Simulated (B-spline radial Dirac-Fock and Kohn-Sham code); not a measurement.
**Photoionisation of iron ions at Cr Kα (5414.7 eV)**

The computed values come from an atomic code on a B-spline grid: a relativistic central-field model (Hartree-Slater potential of the initial state, Latter tail, multipole expansion of the photon field, Dirac-Fock thresholds). Cross sections in kb; a dash marks an empty subshell or a threshold above the photon energy.

```csv
ion,configuration,total,2p1/2,2p3/2,3s,3p1/2,3d3/2
Fe,[Ar] 3d6 4s2,10.28,1.56,2.92,0.650,0.193,0.00569
Fe⁶⁺,[Ar] 3d2,10.41,1.56,2.92,0.729,0.226,0.00302
Fe⁸⁺,[Ne] 3s2 3p6,10.54,1.56,2.92,0.788,0.248,–
Fe¹²⁺,[Ne] 3s2 3p2,10.39,1.59,2.98,0.913,0.101,–
```
